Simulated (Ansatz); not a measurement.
```xyz
9

C     1.625   -0.227    1.130
O     0.702    0.071    0.126
In   -1.303   -0.075    0.206
N    -2.110    0.593   -1.579
H     1.543   -1.259    1.498
H     2.636   -0.107    0.721
H     1.542    0.444    1.996
H    -3.069    0.297   -1.726
H    -1.566    0.262   -2.371
```

Total charge 0; spin multiplicity 2. In takes the def2 core potential.

(1) List the ωB97M-V/def2-TZVPP orbital energies in eV (Ansatz). (Best estimate.)

Answers

(1) The calculation gave: α occupied: -525.22, -394.11, -282.10, -130.92, -87.33, -87.17, -87.05, -29.83, -26.02, -23.81, -23.73, -23.65, -23.58, -23.39, -20.66, -15.48, -15.20, -14.43, -14.21, -12.86, -10.70, -10.09, -9.67, -8.07. α empty: 0.34, 1.20, 1.46, 3.03, 3.22, 3.90, 4.60, 4.84. β occupied: -525.10, -393.98, -282.10, -130.87, -87.29, -87.11, -87.03, -29.59, -25.75, -23.72, -23.63, -23.59, -23.47, -23.26, -20.59, -15.33, -14.89, -14.40, -14.08, -12.41, -10.18, -9.68, -9.29. β empty: -1.63, 0.46, 1.20, 1.49, 3.16, 3.38, 4.05, 4.65. ⟨S²⟩ = 0.758.
